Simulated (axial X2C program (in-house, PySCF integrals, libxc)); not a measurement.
## What spin–orbit coupling does to NaGe

All values were computed with an axial X2C code built on PySCF integrals. Spin-free means the one-electron spin-free X2C Hamiltonian; two-component (2c) means X2C with spin–orbit coupling and atomic mean-field two-electron Coulomb and Gaunt terms, so the difference of the two also holds small scalar two-electron terms. Basis: Ge dyall-cv3z [9s9p7d4f1g], Na dyall-cv3z [9s8p5d2f] (cores contracted in-house); Gaussian nuclei, density fitting, unrestricted open shells. Masses: Ge 73.921 u, Na 22.990 u.

Spin-free state: M_S = 3/2, Λ = 0 (beyond evenly filled blocks: σα, π+α, π-α); fragments Ge + Na.

| level | Re (Å) | ωe (cm⁻¹) | De (eV) | μ (D) |
| --- | --- | --- | --- | --- |
| PBE0 | 2.733 | 208.6 | 1.321 | 7.01 |
| HF | 2.776 | 208.3 | 0.873 | 8.23 |
| MP2 | 2.768 | 213.8 | 1.329 | n/a |
| CCSD | 2.769 | 212.0 | 1.309 | n/a |
| CCSD(T) | 2.771 | 212.0 | 1.352 | n/a |

Correlated methods: 5 electrons correlated (number of frozen shells: Ge 3 s, 2 p, 1 d; Na 2 s, 1 p), 257 virtual spin orbitals or spinors in MP2, 59 natural virtuals in coupled cluster.

Dipoles are positive if Na is the positive end.

Two-component determinant lowest at the distance of the search:

Ω = 3/2 (⟨Sz⟩ = 1.50, ⟨Lz⟩ = 0.00 at HF); fragments Ge + Na.

```json
{"level": "PBE0", "Re (Å)": "2.735", "ωe (cm⁻¹)": "208.3", "μ (D)": "7.00"}
{"level": "HF", "Re (Å)": "2.778", "ωe (cm⁻¹)": "208.0", "μ (D)": "8.22"}
{"level": "MP2", "Re (Å)": "2.769", "ωe (cm⁻¹)": "213.6", "μ (D)": "n/a"}
{"level": "CCSD", "Re (Å)": "2.771", "ωe (cm⁻¹)": "211.7", "μ (D)": "n/a"}
{"level": "CCSD(T)", "Re (Å)": "2.772", "ωe (cm⁻¹)": "211.7", "μ (D)": "n/a"}
```

Problem. From the two tables, how do the constants change at the CCSD(T) level (2c against spin-free)?

Solution. At the CCSD(T) level Re goes up by 0.001 Å and ωe decreases by 0.3 cm⁻¹.

Occupations by symmetry block were frozen at the best pattern of an incomplete PBE0 search. De is counted from the lowest determinant-based energies of the atoms at the same level, without counterpoise correction. De is not given where an atomic determinant may have missed its ground term or J level, or where the truncated virtual space spoils (T). Density functionals use the spin component along the axis (collinear). Coupled cluster ran in a truncated set of natural virtual spinors; the MP2 energy of the rest was added. (T) has no such correction and the atoms are truncated less, which lowers De at CCSD(T) by a hundredth of an eV or more. PBE0 can misorder states that lie within some tenths of an eV, so this need not be the ground state of the molecule. The nearest other spin-free determinant of the search, M_S = 1/2, Λ = 0, lies 0.49 eV up at the distance of the search. The functionals have no current-density term, which raises determinants with orbital currents, atoms included. With several unpaired electrons one determinant need not be a pure state. This is the top spin component of a Σ state; components of lower Ω are not single determinants and can lie lower. With the outer-core shells frozen, correlated bond lengths of heavy atoms tend to come out a few hundredths of an ångström too long.
